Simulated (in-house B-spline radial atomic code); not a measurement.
## Ca²⁺: [Ne] 3s2 3p5 5g1 (an excited or competing configuration)

Method: Dirac-Hartree-Fock, average of configuration, Fermi nucleus of rms radius 3.4776 fm. Calculated with a radial B-spline atomic code at the basis-set limit.

Effective charges: Z_r = [3n² - l(l+1)]/(2<r>) from the radius, Z_e = n√(-2ε) from the energy, and Slater's rules. Values are occupation-weighted means over j.

| shell | electrons | ε (eV) | <r> (bohr) | Z_r | Z_e | Slater |
| --- | --- | --- | --- | --- | --- | --- |
| 1s | 2 | -4119 | 0.07676 | 19.54 | 17.40 | 19.70 |
| 2s | 2 | -493.57 | 0.3606 | 16.64 | 12.05 | 15.85 |
| 2p | 6 | -403.04 | 0.3261 | 15.33 | 10.89 | 15.85 |
| 3s | 2 | -88.874 | 1.126 | 11.99 | 7.67 | 9.10 |
| 3p | 5 | -64.75 | 1.211 | 10.32 | 6.54 | 9.10 |
| 5g | 1 | -4.8986 | 9.164 | 3.00 | 3.00 | - |

The least bound orbital is 5g9/2 at -4.899 eV, and it is also the most diffuse (<r> = 9.164 bohr).

Spin-orbit splittings of the orbital energies (j = l + 1/2 above j = l - 1/2 when positive): 2p 3.792 eV, 3p 0.4444 eV, 5g 2.159e-05 eV.

For the 1s electron the small component carries 0.511 % of the norm, the zero-frequency Breit interaction raises the level by 3.601 eV, self-energy by 1.668 eV, and vacuum polarisation lowers it by 0.1233 eV.
